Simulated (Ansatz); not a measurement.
C2H6F2Si2 can be A, `C=C[SiH2][SiH](F)F`, or B, `C=C[SiH](F)[SiH2]F`.

Gas-phase electronic energies from Ansatz, PBE0-D4/def2-TZVP geometries. CCSD(T)/CBS adds triple-zeta CCSD(T) − MP2 to the extrapolated MP2 energy (def2 sets, frozen cores). Functionals use def2-TZVPP. B3LYP here is the variant with VWN-RPA as its local correlation; programs differ in this. One conformer a species, not always the lowest.

A:

```xyz
12

C     0.074    2.306   -0.438
C     0.084    1.313    0.448
Si    0.893   -0.331    0.129
Si   -0.767   -1.983   -0.015
F    -0.111   -3.432   -0.134
F    -1.627   -1.974    1.330
H    -0.424    3.250   -0.239
H     0.569    2.219   -1.401
H    -0.429    1.461    1.397
H     1.827   -0.706    1.226
H     1.631   -0.280   -1.162
H    -1.722   -1.844   -1.141
```

B:

```xyz
12

C    -2.261   -0.049    0.581
C    -1.184   -0.715    0.173
Si    0.098    0.040   -0.925
F    -0.409    1.501   -1.367
Si    2.144    0.321    0.210
F     2.585   -1.119    0.778
H    -2.449    0.975    0.273
H    -3.004   -0.499    1.234
H    -1.040   -1.740    0.511
H     0.283   -0.771   -2.159
H     2.002    1.245    1.365
H     3.234    0.812   -0.674
```

(1) Which isomer does CCSD(T)/CBS put lower? Give the gap. (Estimate.)

(2) Give E(B) − E(A) in kcal/mol with MP2/def2-TZVPP, ωB97M-V, CCSD/def2-TZVPP, PBE-D4, B2PLYP, PBE0-D4, B3LYP. (Estimate.)

Largest T1 diagnostic: 0.013.

## Answers

(1) The calculation gave: A, by 5.6 kcal/mol.

(2) The calculation gave: MP2/def2-TZVPP 5.9, ωB97M-V 5.5, CCSD/def2-TZVPP 5.6, PBE-D4 5.7, B2PLYP 5.4, PBE0-D4 5.6, B3LYP 5.1. None reverses the order clearly.

In def2-TZVPP, CCSD(T) changes the Hartree–Fock value by +1.1 kcal/mol (the triples alone add +0.2 kcal/mol) and MP2 by +1.2 kcal/mol.
